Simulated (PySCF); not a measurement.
# Indirect couplings

Cartesian coordinates in Å; atom numbers follow the order of the lines, from 1:
```xyz
26

C     2.375    1.933    1.115
O     2.350    0.924    0.144
B     1.357   -0.011    0.070
O     1.443   -0.937   -0.924
C     2.500   -0.924   -1.846
C     0.120   -0.073    1.016
C    -0.614   -1.395    1.174
C    -1.237   -0.305    0.391
C    -1.631   -0.373   -1.083
C    -3.082   -0.074   -0.646
C    -2.557    0.379    0.734
H     3.239    2.583    0.918
H     2.480    1.519    2.133
H     1.464    2.555    1.089
H     3.463   -1.157   -1.361
H     2.298   -1.687   -2.612
H     2.603    0.057   -2.338
H     0.099    0.581    1.895
H    -1.033   -1.626    2.158
H    -0.206   -2.251    0.629
H    -1.191    0.451   -1.667
H    -1.434   -1.317   -1.610
H    -3.684   -0.992   -0.571
H    -3.644    0.664   -1.236
H    -3.092    0.021    1.628
H    -2.452    1.474    0.801
```

Method: B3LYP/pcJ-1 (spin–dipole term only in couplings to heteroatoms)//PBE0-D3(BJ)/def2-SVP, PySCF; isolated molecule, single conformer, non-relativistic. Couplings are averaged over pairs made equivalent by symmetry, fast rotation or ring inversion, so a value needn't be that of the named pair in this geometry, while other rotamers aren't included; one pair stands for each set, and the list holds a selection of those of at least 0.8 Hz over up to four bonds, among pairs with at least one B or H atom (others weren't computed).

Isotopes: ¹³C, ¹H, ¹¹B, ¹⁷O. Couplings to quadrupolar nuclei such as 17O and 33S are rarely resolved in practice.

```
    pair  bonds  J (Hz)
 C1, H12      1   147.4
  O2, B3      1       ?
  B3, C6      1       ?
 C6, H18      1       ?
 C7, H19      1   166.6
 C7, H20      1   171.9
 C9, H21      1   138.0
 C9, H22      1   147.4
C10, H23      1   138.9
C10, H24      1   143.6
C11, H25      1       ?
C11, H26      1   137.6
  B3, C7      2    -1.4
  B3, C8      2    -1.5
 C8, H20      2       ?
 C9, H23      2    -3.8
C10, H25      2       ?
C10, H26      2       ?
C11, H23      2    -3.8
H23, H24      2   -12.2
 B3, H12      3     3.1
 C6, H21      3     3.6
 C6, H26      3     3.9
 C7, H26      3     5.1
H24, H26      3    10.2
 C6, H24      4       ?
```

Q: Estimate the withheld couplings, with signs.

A: 
- ¹J(O2,B3) = -11.8 Hz (bond length 1.366 Å)
- ¹J(B3,C6) = 93.4 Hz (bond length 1.558 Å)
- ¹J(C6,H18) = 152.9 Hz (bond length 1.095 Å, sp3 carbon)
- ¹J(C11,H25) = 143.4 Hz (bond length 1.101 Å, sp3 carbon)
- ²J(C8,H20) = -2.0 Hz (angle at C7 118°)
- ²J(C10,H25) = -3.0 Hz (angle at C11 118°)
- ²J(C10,H26) = -3.9 Hz (angle at C11 112°)
- ⁴J(C6,H24) = 1.5 Hz
